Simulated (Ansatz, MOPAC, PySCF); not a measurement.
Molecule: InCl$_{2}$ (charge +1, singlet). SMILES: [Cl][In+][Cl]
Geometry: optimised at B3LYP-D3(BJ)/def2-TZVP (Ansatz, an electronic-structure program).

Property: vertical ionisation energy to the doublet, in eV. Set-up: def2 sets with scalar-relativistic core potentials past Kr; 6-31G* and kin with 6d, 5d where marked; UHF or UKS for open shells; spin-orbit terms left out; LANL2DZ with its own core potentials from Na on; STO-3G and 3-21G all-electron and non-relativistic; each state is the SCF solution reached for its charge and spin; dispersion terms only where a functional's name holds one. First-principles rows: single points at B3LYP-D3(BJ) geometries (Ansatz). Semi-empirical rows: differences of heats of formation at the shared geometry for vertical values. The spin state of an ion or metal species was assumed, not searched.

```json
[
 {"level": "AM1", "program": "MOPAC", "vertical ionisation energy to the doublet (eV)": "17.77"},
 {"level": "PM3", "program": "MOPAC", "vertical ionisation energy to the doublet (eV)": "15.56"},
 {"level": "PBE/6-31G* with LANL2DZ past Ar", "program": "Ansatz", "vertical ionisation energy to the doublet (eV)": "17.06"},
 {"level": "B3LYP/STO-3G", "program": "Ansatz", "vertical ionisation energy to the doublet (eV)": "16.16"},
 {"level": "B3LYP/3-21G", "program": "Ansatz", "vertical ionisation energy to the doublet (eV)": "17.46"},
 {"level": "B3LYP/6-31G* with LANL2DZ past Ar", "program": "Ansatz", "vertical ionisation energy to the doublet (eV)": "17.36"},
 {"level": "B3LYP/def2-TZVPD", "program": "Ansatz", "vertical ionisation energy to the doublet (eV)": "17.30"},
 {"level": "PBE0/def2-TZVPD", "program": "Ansatz", "vertical ionisation energy to the doublet (eV)": "17.36"},
 {"level": "M06-2X/def2-TZVPD", "program": "PySCF", "vertical ionisation energy to the doublet (eV)": "17.75"}
]
```

No value to compare with is used here. The 6 habitual levels span 15.56 (PM3) to 17.77 eV (AM1); M06-2X/def2-TZVPD gives 17.75.

The levels are drawn from those run, B3LYP/6-31G* more often than the rest, none by its result; runs whose electronic state is in doubt are left out.
